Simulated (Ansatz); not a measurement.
Z-matrix (Å, degrees):
```
N
C 1 1.2796
N 2 1.3642 1 127.81
H 3 1.0057 2 118.45 1 170.78
H 3 1.0107 4 117.44 2 149.78
H 2 1.0917 1 118.02 3 -177.53
C 1 1.4396 2 117.26 6 -176.04
H 7 1.0940 1 108.45 2 -175.03
H 7 1.0983 8 108.65 1 120.35
O 7 1.4415 8 109.14 9 113.27
H 10 0.9654 7 106.54 8 61.75
```
Charge 0, spin multiplicity 1.

Calculation: frozen-core CCSD(T)/cc-pVTZ // r2SCAN-D4/def2-TZVP in Ansatz (a first-principles code).

HF energy: -263.06782 Ha
MP2 correlation energy: -0.99011 Ha

Question: Estimate the CCSD correlation energy, the (T) correction, the total energy and the T1 diagnostic.

Answer: 
CCSD correlation energy: -1.01376 Ha
(T) correction: -0.04340 Ha
CCSD(T) total energy: -264.12499 Ha
T1 diagnostic: 0.013
